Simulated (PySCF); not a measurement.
# Relaxation of singlet ClTeN

These are results of PBE0 in PySCF with Te def2-TZVP with ECP28, N def2-TZVP, Cl def2-TZVP; scalar-relativistic core potentials, no spin–orbit coupling; density-fitted integrals, not measurements. A (50,194) grid was used.

A start displaced from a saddle point along its imaginary mode, of Cs symmetry, held to at least that symmetry:

```xyz
3
charge 0 multiplicity 1, angstrom
Te   -0.0017    0.0218   -0.3690
N     0.0094   -0.1196   -2.1771
Cl    0.0026   -0.0332    2.2424
```

Question: What forces act on the atoms at the start (eV/Å)?

Answer: 
```tsv
atom	Fx	Fy	Fz
Te1	-0.04	0.46	-0.21
N2	0.02	-0.26	0.27
Cl3	0.02	-0.20	-0.06
```

Question: What does it relax to?

Answer: It ends at Cs with Te–Cl 2.407 Å, Te–N 1.796 Å; Cl–Te–N 111.0°. A frequency run shows a minimum. Other isomers or separated fragments may lie lower.

Question: How much energy is released, and in how many steps?

Answer: 115.5 kJ/mol in 11 steps.

The relaxation took of the order of 60 core-seconds on a shared host.
